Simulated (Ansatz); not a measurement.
`CB[SiH2][AlH2]` + `O[SiH](O)O` → `O[SiH](O)[O][AlH2]` + `CB[SiH3]`  (cleavage of the Al–Si bond)

Calculated with Ansatz (gas phase, PBE0-D4/def2-TZVP geometries, no zero-point term in ΔE). CCSD(T)/CBS is the MP2 limit (def2-TZVPP, def2-QZVPP) plus CCSD(T) − MP2 in def2-TZVPP, frozen cores. DFT in def2-TZVPP. Each species was taken in one conformer, which may not be the lowest.

`CB[SiH2][AlH2]`:

Z-matrix (Å, degrees):
```
C
B 1 1.555
H 1 1.094 2 113.2
H 1 1.091 2 116.2 3 -128.6
H 1 1.103 2 104.8 3 113.7
Si 2 1.992 1 123.5 3 138.2
H 2 1.202 1 118.5 3 -38.4
Al 6 2.463 2 101.8 1 -89.7
H 6 1.491 2 115.0 1 152.3
H 6 1.494 2 113.6 1 25.4
H 8 1.590 6 119.7 2 78.9
H 8 1.589 6 121.4 2 -99.3
```

`O[SiH](O)O`:

Z-matrix (Å, degrees):
```
Si
O 1 1.641
O 1 1.633 2 105.0
O 1 1.630 2 114.4 3 -119.5
H 1 1.476 2 110.6 3 122.9
H 2 0.958 1 117.9 3 -173.6
H 3 0.958 1 116.6 2 25.4
H 4 0.959 1 117.6 2 72.3
```

`O[SiH](O)[O][AlH2]`:

Cartesian coordinates in Å:
```
O 0.626 2.037 -0.501
Si -0.228 0.943 0.373
O -1.777 1.074 -0.122
O 0.387 -0.537 0.150
Al 0.478 -2.215 -0.004
H 1.569 1.892 -0.585
H -0.204 1.235 1.819
H -1.923 1.468 -0.984
H 1.886 -2.815 -0.393
H -0.815 -3.084 0.246
```

`CB[SiH3]`:

Z-matrix (Å, degrees):
```
C
B 1 1.550
H 1 1.092 2 114.9
H 1 1.106 2 102.7 3 113.8
H 1 1.091 2 116.1 3 -131.0
Si 2 2.018 1 124.4 3 151.8
H 2 1.201 1 118.6 3 -30.5
H 6 1.494 2 107.9 1 -112.4
H 6 1.491 2 111.7 1 130.1
H 6 1.491 2 114.0 1 7.1
```

```
          level  ΔE (kcal/mol)
        PBE0-D4          -30.2
CCSD/def2-TZVPP          -36.1
```

(1) What does CCSD(T)/CBS give? (An estimate is asked.)

Largest T1 diagnostic among the species: 0.014.

## Answers

(1) The calculation gave: -35.0 kcal/mol. The listed levels differ from it by 4.8, -1.1 kcal/mol.

From PBE to PBE0 (25 % exact exchange), in def2-TZVPP and without D4, ΔE moves by −2.0 kcal/mol. In def2-TZVPP, CCSD(T) changes the Hartree–Fock value by +6.5 kcal/mol (the triples alone add +1.1 kcal/mol) and MP2 by +4.7 kcal/mol.
